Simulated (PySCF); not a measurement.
Al₂BH₃N, F₂HSi, AlF₂H₂N, Al₂BH₅ and others (calculated)

Computed with PySCF 2.14.0. Calculation on a computer-drawn molecule: the log of a Hartree-Fock and frozen-core CCSD(T) single point meant for a local Hartree-Fock minimum, with one planted fault or none, to be diagnosed. Offsets are logged minus clean, where the clean run is the same molecule without the fault. The reference is restricted for singlets and unrestricted otherwise, and also for a bond in bohr or an excited solution. Adding or removing an electron swaps singlet and doublet. The excited solution moves the top pair (singlet) or top alpha electron (doublet) to the lowest empty orbital. Highest occupied and lowest empty are orbital energies over both spins, largest force is the largest gradient component, triples share is (T) over the correlation energy, the T1 limit is 0.02 restricted and 0.045 unrestricted, electrons count all cores, a negative frequency is imaginary (commonest isotopes), and the dipole is about the centre of nuclear charge.

Common to all runs: meant basis cc-pV(D+d)Z; logged SCF converged yes; logged CC converged yes; logged SCF stable within its kind yes; possible faults no fault, one electron removed, one electron added, multiplicity raised by two, geometry at a saddle point, SCF held on an excited solution, minimal basis STO-3G, one bond length entered in bohr, all coordinates scaled.

(1) 
```xyz
7
formula=Al2BH3N meant_charge=0 meant_multiplicity=2 logged_electrons=41 logged_basis_functions=89 logged_spin_squared=3.7851 logged_highest_occupied=-6.9372 logged_lowest_empty=-0.47848 logged_largest_force=0.13697 logged_T1_diagnostic=0.022116 logged_D1_diagnostic=0.073314 logged_triples_share=0.028602 logged_dipole_magnitude=3.7243 logged_energy_HF=-564.60535 logged_energy_CCSD(T)=-564.96468 planted_fault=multiplicity_raised_by_two HF_energy_offset_from_clean_run=15.51 CCSD(T)_energy_offset_from_clean_run=40.04
B      3.3221     1.2857    -0.9334
Al     1.3114     0.8186    -1.1937
N     -0.2935     0.5142    -1.2723
Al    -2.0017     0.1637    -1.4021
H      4.4217     1.2280    -1.3798
H     -2.6192    -1.1855    -0.8291
H     -3.0078     1.1804    -2.0978
```

Units: logged_highest_occupied, logged_lowest_empty in eV; logged_largest_force in hartree/bohr; logged_dipole_magnitude in debye; logged_energy_HF, logged_energy_CCSD(T) in hartree; HF_energy_offset_from_clean_run, CCSD(T)_energy_offset_from_clean_run in kcal/mol.

Drawn bonds:
```csv
atom,other atom,order
1,2,1
2,3,2
3,4,1
1,5,1
4,6,1
4,7,1
```

(2) 
```xyz
4
formula=F2HSi meant_charge=0 meant_multiplicity=2 logged_electrons=33 logged_basis_functions=56 logged_spin_squared=3.7558 logged_highest_occupied=-4.9871 logged_lowest_empty=-4.237 logged_largest_force=0.09027 logged_T1_diagnostic=0.031672 logged_D1_diagnostic=0.17618 logged_triples_share=0.021544 logged_dipole_magnitude=2.9468 logged_energy_HF=-488.13441 logged_energy_CCSD(T)=-488.59642 planted_fault=multiplicity_raised_by_two HF_energy_offset_from_clean_run=213.4 CCSD(T)_energy_offset_from_clean_run=220.6
F     -1.8542    -1.7763    -4.3793
Si    -0.7455    -1.0188    -3.4987
F     -1.1570     0.5331    -3.4733
H     -0.8172    -1.5381    -2.1197
```

Units: logged_highest_occupied, logged_lowest_empty in eV; logged_largest_force in hartree/bohr; logged_dipole_magnitude in debye; logged_energy_HF, logged_energy_CCSD(T) in hartree; HF_energy_offset_from_clean_run, CCSD(T)_energy_offset_from_clean_run in kcal/mol.

Drawn bonds:
```csv
atom,other atom,order
1,2,1
2,3,1
2,4,1
```

(3) 
```xyz
6
formula=AlF2H2N meant_charge=0 meant_multiplicity=1 logged_electrons=40 logged_basis_functions=26 logged_spin_squared=0 logged_highest_occupied=-8.1278 logged_lowest_empty=10.675 logged_largest_force=0.028932 logged_T1_diagnostic=0.014249 logged_D1_diagnostic=0.0575 logged_triples_share=0.046337 logged_dipole_magnitude=1.3198 logged_energy_HF=-490.10856 logged_energy_CCSD(T)=-490.23343 planted_fault=minimal_basis_STO-3G HF_energy_offset_from_clean_run=4086 CCSD(T)_energy_offset_from_clean_run=4405
N      2.6141    -1.9661    -1.6100
Al     1.7898    -3.1299    -0.6164
F      2.0779    -3.2155     0.9991
F      0.7011    -4.1745    -1.2672
H      3.2862    -1.3023    -1.2757
H      2.4829    -1.8631    -2.5981
```

Units: logged_highest_occupied, logged_lowest_empty in eV; logged_largest_force in hartree/bohr; logged_dipole_magnitude in debye; logged_energy_HF, logged_energy_CCSD(T) in hartree; HF_energy_offset_from_clean_run, CCSD(T)_energy_offset_from_clean_run in kcal/mol.

Drawn bonds:
```csv
atom,other atom,order
1,2,1
2,3,1
2,4,1
1,5,1
1,6,1
```

(4) 
```xyz
8
formula=Al2BH5 meant_charge=0 meant_multiplicity=1 logged_electrons=36 logged_basis_functions=85 logged_spin_squared=0 logged_highest_occupied=-9.0757 logged_lowest_empty=0.66104 logged_largest_force=0.030079 logged_T1_diagnostic=0.014326 logged_D1_diagnostic=0.027903 logged_triples_share=0.025359 logged_dipole_magnitude=0.57953 logged_energy_HF=-511.32374 logged_energy_CCSD(T)=-511.59714 planted_fault=all_coordinates_scaled,by_+9.0_% HF_energy_offset_from_clean_run=21.85 CCSD(T)_energy_offset_from_clean_run=20.08
Al     0.3815     0.7665    -1.7797
B      0.1974    -1.4681    -1.1418
Al     0.2837    -2.4377     0.9762
H      1.9237     1.4637    -2.1426
H     -1.0167     1.7821    -1.8768
H      0.0155    -2.3173    -2.1372
H      1.7888    -2.9546     1.6570
H     -1.1512    -2.6344     1.9239
```

Units: logged_highest_occupied, logged_lowest_empty in eV; logged_largest_force in hartree/bohr; logged_dipole_magnitude in debye; logged_energy_HF, logged_energy_CCSD(T) in hartree; HF_energy_offset_from_clean_run, CCSD(T)_energy_offset_from_clean_run in kcal/mol.

Drawn bonds:
```csv
atom,other atom,order
1,2,1
2,3,1
1,4,1
1,5,1
2,6,1
3,7,1
3,8,1
```

(5) 
```xyz
9
formula=BH5NOSi meant_charge=1 meant_multiplicity=1 logged_electrons=38 logged_basis_functions=90 logged_spin_squared=0 logged_highest_occupied=-15.692 logged_lowest_empty=-3.1531 logged_largest_force=7.351e-06 logged_lowest_frequency=62.888 logged_T1_diagnostic=0.015487 logged_D1_diagnostic=0.045193 logged_triples_share=0.025932 logged_dipole_magnitude=4.057 logged_energy_HF=-445.66077 logged_energy_CCSD(T)=-446.22643 planted_fault=no_fault HF_energy_offset_from_clean_run=0 CCSD(T)_energy_offset_from_clean_run=0
N     -0.8759    -1.4665    -0.8571
Si    -1.4553    -0.6044    -2.1724
B     -1.5817     1.4463    -1.6228
O     -1.6126     2.6085    -1.1918
H     -1.4672    -1.9104    -0.1796
H      0.0948    -1.6717    -0.7112
H     -0.5255    -0.5225    -3.3021
H     -2.8548    -0.8786    -2.5094
H     -1.8356     3.4998    -1.4444
```

Units: logged_highest_occupied, logged_lowest_empty in eV; logged_largest_force in hartree/bohr; logged_lowest_frequency in cm⁻¹; logged_dipole_magnitude in debye; logged_energy_HF, logged_energy_CCSD(T) in hartree; HF_energy_offset_from_clean_run, CCSD(T)_energy_offset_from_clean_run in kcal/mol.

Drawn bonds:
```csv
atom,other atom,order
1,2,1
2,3,1
3,4,1
1,5,1
1,6,1
2,7,1
2,8,1
4,9,1
```

(6) 
```xyz
11
formula=CH7NSi2 meant_charge=0 meant_multiplicity=1 logged_electrons=48 logged_basis_functions=109 logged_spin_squared=0 logged_highest_occupied=-8.62 logged_lowest_empty=2.0156 logged_largest_force=4.203e-05 logged_lowest_frequency=103.61 logged_T1_diagnostic=0.013294 logged_D1_diagnostic=0.043803 logged_triples_share=0.03099 logged_dipole_magnitude=2.6321 logged_energy_HF=-674.24516 logged_energy_CCSD(T)=-674.82744 planted_fault=no_fault HF_energy_offset_from_clean_run=0 CCSD(T)_energy_offset_from_clean_run=0
N      0.9918    -1.9870     1.4765
Si     0.6582    -1.9488    -0.2155
C      1.4880    -0.5745    -1.1539
Si     2.5251     0.6055    -0.5164
H      0.6095    -1.2862     2.0829
H      1.8912    -2.2825     1.8061
H     -0.8118    -1.8283    -0.3731
H      1.0881    -3.2540    -0.7741
H      1.2909    -0.5175    -2.2241
H      2.9007     0.6815     0.9044
H      3.1477     1.6674    -1.3254
```

Units: logged_highest_occupied, logged_lowest_empty in eV; logged_largest_force in hartree/bohr; logged_lowest_frequency in cm⁻¹; logged_dipole_magnitude in debye; logged_energy_HF, logged_energy_CCSD(T) in hartree; HF_energy_offset_from_clean_run, CCSD(T)_energy_offset_from_clean_run in kcal/mol.

Drawn bonds:
```csv
atom,other atom,order
1,2,1
2,3,1
3,4,2
1,5,1
1,6,1
2,7,1
2,8,1
3,9,1
4,10,1
4,11,1
```
